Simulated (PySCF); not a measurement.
Identify the unknown among the candidates.

All candidates are C5H3FO2.

* UV, first state: lowest singlet excitation: 4.87 eV (255 nm, f = 0.000) [TDDFT CAM-B3LYP/def2-SVPD]
* Triplet: lowest triplet excitation (Tamm–Dancoff): 2.91 eV [TDA CAM-B3LYP/def2-SVPD]
* UV, strongest line: among the 8 lowest singlet transitions: S2 at 5.01 eV (248 nm, f = 0.486) [TDDFT CAM-B3LYP/def2-SVPD]
* Dipole: 3.14 D [CAM-B3LYP/def2-SVPD]
* Polarisability: 72.9 au [CAM-B3LYP/def2-SVPD]
* Rotational structure: rotational constants A, B, C: 5.103, 1.228, 0.990 GHz [GFN2-xTB]

Gas-phase values; electronic properties from PySCF, density fitting. Levels stand in brackets. Isolated species at its GFN2-xTB geometry (one conformer only).

Question: Which candidate is it?
A. `O=C1C=CC(=O)C1F`
B. `O=C(F)c1ccco1`
C. `C#C/C=C(\F)C(=O)O`
D. `O=Cc1coc(F)c1`

Answer: C. It is `C#C/C=C(\F)C(=O)O`. Numbering: `[CH:1]#[C:2]/[CH:3]=[C:4](\[F:5])[C:6](=[O:7])[OH:8]`. Its formula, C5H3FO2, gives 4 degrees of unsaturation: 0 rings and 4 π bonds in the structure found. S1 is mainly HOMO−1→LUMO (weight 0.76); the largest Löwdin shares of the orbital it empties are 0.41 on the terminal alkyne carbon, 0.39 on the alkyne carbon and 0.06 on the alkene CH carbon, of the orbital it fills 0.20 on the alkene CH carbon, 0.18 on the vinylic C–F carbon, 0.15 on the carboxylic acid carbon and 0.13 on the acid carbonyl oxygen. The optimised geometry has point group Cs and is an asymmetric top.

The others, at the same levels:
- `O=C(F)c1ccco1` fails: its computed lowest singlet excitation is 5.29 eV (234 nm, f = 0.369) (against 4.87 eV), lowest triplet excitation (Tamm–Dancoff) is 3.34 eV (against 2.91 eV) and static isotropic polarisability is 64.8 au (against 72.9 au).
- `O=Cc1coc(F)c1` fails: its computed lowest singlet excitation is 3.94 eV (315 nm, f = 0.000) (against 4.87 eV), lowest triplet excitation (Tamm–Dancoff) is 3.27 eV (against 2.91 eV) and strongest line among the 8 lowest singlet transitions is S5 at 6.98 eV (178 nm, f = 0.421) (against S2 at 5.01 eV).
- `O=C1C=CC(=O)C1F` fails: its computed lowest singlet excitation is 3.25 eV (382 nm, f = 0.000) (against 4.87 eV), strongest line among the 8 lowest singlet transitions is S5 at 6.02 eV (206 nm, f = 0.361) (against S2 at 5.01 eV) and static isotropic polarisability is 62.2 au (against 72.9 au).

Each candidate is one conformer, not necessarily the lowest. The conformers computed, where there is a choice (atom-mapped SMILES and torsion angles):
- `[CH:1]#[C:2]/[CH:3]=[C:4](\[F:5])[C:6](=[O:7])[OH:8]`: C3–C4–C6–O7 180°, H–O8–C6–C4 180°
- `[O:1]=[C:2]([F:3])[c:4]1[cH:5][cH:6][cH:7][o:8]1`: O1–C2–C4–C5 180°
- `[O:1]=[CH:2][c:3]1[cH:4][o:5][c:6]([F:7])[cH:8]1`: O1–C2–C3–C4 0°
